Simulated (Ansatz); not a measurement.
This Ansatz (a first-principles code) input (PBE0/pcseg-0) gives -2234.01831 Eh with 26 basis functions. A basis named .json is the Basis Set Exchange file of that set (core-valence sets with the plain set on hydrogen).

Ansatz 0.2 input:
```yaml
crystal:
  periodic: [false, false, false]
  atoms:
    - {symbol: As, position_ang: [-0.01946706, -0.02930590, 0.05119338]}
    - {symbol: H, position_ang: [-0.57983965, 1.11526124, -0.82569952]}
    - {symbol: H, position_ang: [1.22225249, -0.14816670, -0.86368213]}
basis:
  gaussian:
    orbitals: pcseg-0.json
hamiltonian:
  xc: {name: PBE0}
total_charge: -1
magnetization: {spin_polarized: false}
```

Change:
```diff
- orbitals: pcseg-0.json
+ orbitals: pcseg-4.json
```

**Question.** What does the run give now?

**Answer.** -2236.85725 Eh (PBE0/pcseg-4, 233 functions), a change of -2838.94 mEh.
